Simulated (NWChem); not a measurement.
Total energies of Cl2Si

```
Si
Cl 1 2.1112
Cl 1 2.1112 2 101.95
```
Charge 0, spin multiplicity 1.

The numbers come from NWChem runs, not from measurements. Structure: optimised with PBE/def2-SVP, a minimum by its harmonic frequencies.

Basis set: cc-pVTZ (102 functions).

```
method   total energy (Ha)  relative cost
-------  -----------------  -------------
RHF            -1208.05472              1
MP2            -1208.52496              3
B2PLYP         -1209.63655              4
PBE            -1209.49162        under 3
B3LYP          -1210.06106        under 3
r2SCAN         -1209.92238        under 3
CCSD(T)        -1208.58728             50
```

Total energies of different functionals aren't comparable as a measure of quality: only differences taken within one method are. The cost column gives rough processor time relative to RHF; each entry includes its own SCF.

The correlated methods keep 15 core orbitals frozen. B3LYP has NWChem's definition, with VWN1-RPA local correlation. The structure started from a generated list of species. Coupled-cluster values serve here as a point of comparison, not as the truth.
